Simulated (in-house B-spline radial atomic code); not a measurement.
A fraction x of an electron is moved 3p → 3d in Ar3+, starting from [Ne] 3s2 3p3 and keeping the highest spin. All numbers are computed (scalar-relativistic (X2C) revTPSS, spin-polarised, spherical fractional occupations; Fermi nucleus of rms radius 3.4274 fm) with an all-electron radial atomic-structure program (B-spline basis), not measured.

```json
{"x": "0", "E(x) - E(0) (eV)": "0.0000", "3p up level (eV)": "-51.828", "3d up level (eV)": "-"}
{"x": "0.125", "E(x) - E(0) (eV)": "2.8813", "3p up level (eV)": "-51.953", "3d up level (eV)": "-28.907"}
{"x": "0.25", "E(x) - E(0) (eV)": "?", "3p up level (eV)": "?", "3d up level (eV)": "?"}
{"x": "0.375", "E(x) - E(0) (eV)": "8.6412", "3p up level (eV)": "-52.196", "3d up level (eV)": "-29.164"}
{"x": "0.5", "E(x) - E(0) (eV)": "11.5197", "3p up level (eV)": "-52.313", "3d up level (eV)": "-29.289"}
{"x": "0.625", "E(x) - E(0) (eV)": "14.3974", "3p up level (eV)": "-52.429", "3d up level (eV)": "-29.412"}
{"x": "0.75", "E(x) - E(0) (eV)": "?", "3p up level (eV)": "?", "3d up level (eV)": "?"}
{"x": "0.875", "E(x) - E(0) (eV)": "20.1497", "3p up level (eV)": "-52.653", "3d up level (eV)": "-29.652"}
{"x": "1", "E(x) - E(0) (eV)": "23.0243", "3p up level (eV)": "-52.762", "3d up level (eV)": "-29.770"}
```

What belongs in the row x = 0.25?

An energy change of 5.7617 eV; 3p up at -52.076 eV, 3d up at -29.036 eV.

What belongs in the row x = 0.75?

An energy change of 17.2740 eV; 3p up at -52.542 eV, 3d up at -29.533 eV.

Check Janak's theorem between x = 0.375 and 0.5.

The slope of the energy is 23.03 eV; the orbital levels give 23.03 eV (ε of the receiving orbital less ε of the emptying one, averaged over the two points).
